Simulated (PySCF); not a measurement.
**Excitation energy of Sr by level of theory**

Sr [Kr] 5s2 (1S) → Sr [Kr] 4d2 (3F), as a difference of total energies. All numbers are calculated (PySCF 2.14, a scalar-relativistic core potential, in def2-TZVPPD with the def2 core potential (28 electrons) (6s4p3d1f, 40 functions)). Correlated levels: valence and next inner shell: nothing frozen outside the core potential. The calculations carry no spin-orbit coupling.

```csv
method,excitation energy (cm⁻¹)
UHF,35691
MP2 (valence and next inner shell),42688
SCS-MP2 (valence and next inner shell),43153
CCSD (valence and next inner shell),42415
CCSD(T) (valence and next inner shell),42889
```
